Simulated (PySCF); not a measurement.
How methods differ on the electron affinity of Ag

Ag⁻ [Kr] 4d10 5s2 (1S) → Ag [Kr] 4d10 5s1 (2S), as a difference of total energies. Calculation: PySCF 2.14, in def2-QZVPPD with the def2 core potential (28 electrons) (7s5p4d4f2g, 88 functions); a scalar-relativistic core potential. Correlated levels: valence: 4s2 4p6 frozen; valence and next inner shell: nothing frozen outside the core potential. The calculations carry no spin-orbit coupling.

| method | electron affinity (eV) | error (eV) |
| --- | --- | --- |
| UHF | -0.015 | -1.319 |
| LDA | 1.598 | +0.294 |
| PBE | 1.318 | +0.014 |
| PBE0 | 1.083 | -0.221 |
| r2SCAN | 1.202 | -0.102 |
| BHandHLYP | 0.960 | -0.344 |
| wB97X-V | 0.953 | -0.351 |
| TPSSh | 1.065 | -0.239 |
| PW91 | 1.353 | +0.049 |
| MP2 (valence) | 1.051 | -0.253 |
| SCS-MP2 (valence) | 1.058 | -0.246 |
| MP2 (valence and next inner shell) | 1.105 | -0.199 |
| SCS-MP2 (valence and next inner shell) | 1.098 | -0.206 |

Reference: 1.304 eV (measured; photodetachment measurements, as compiled on the Wikipedia data page of electron affinities).

Errors of the correlated levels include the incompleteness of this basis and the frozen core.

A negative affinity means that the anion lies above the atom at that level of theory.

In the anion the highest occupied orbital energy is positive at LDA, PBE, PBE0, r2SCAN, BHandHLYP, TPSSh, PW91, a self-interaction effect; the basis confines that electron, and the energy difference can still be sensible.
